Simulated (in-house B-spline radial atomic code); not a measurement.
A run on the neon ion Ne⁵⁺ (an excited or competing configuration) that did not converge. Method: non-relativistic HSE06, spin-polarised, spherical fractional occupations, exact exchange averaged over the configuration, point nucleus; computed with a B-spline radial code for spherical atoms.

Command:
```bash
python run_scf.py task.json out
```
Settings:
```
Z                10
configuration    [He] 2s1 2p1 3s1
hamiltonian      nr
method           hse06
spin_polarised   True
exact_exchange   averaged over the configuration
```

First and last ten iterations of the last attempt (damped for 15 steps, keeping 80 % of the old Fock matrix, then DIIS):
```
 iter        energy (Eh)    residual
    1        -111.236542    4.54e-01
    2        -112.238855    2.53e-02
    3        -112.241051    1.98e-02
    4        -112.242407    1.56e-02
    5        -112.243244    1.22e-02
    6        -112.243761    9.57e-03
    7        -112.244080    7.51e-03
    8        -112.244277    5.89e-03
    9        -112.244398    4.62e-03
   10        -112.244473    3.62e-03
  111        -112.244595    1.51e-07
  112        -112.244595    1.50e-07
  113        -112.244595    1.52e-07
  114        -112.244595    1.52e-07
  115        -112.244595    1.52e-07
  116        -112.244595    1.52e-07
  117        -112.244595    1.51e-07
  118        -112.244595    1.51e-07
  119        -112.244595    6.37e-07
  120        -112.244595    5.25e-07
 not converged after 120 iterations
```

The smallest residual met was 1.5e-07; the threshold is about 1e-07. Over the last five steps the energy moves by less than 1e-08 hartree, but the orbitals didn't meet the threshold. Run time, properties included: 2.6 s on 1 thread of Arm Neoverse N1, with other jobs on the host.
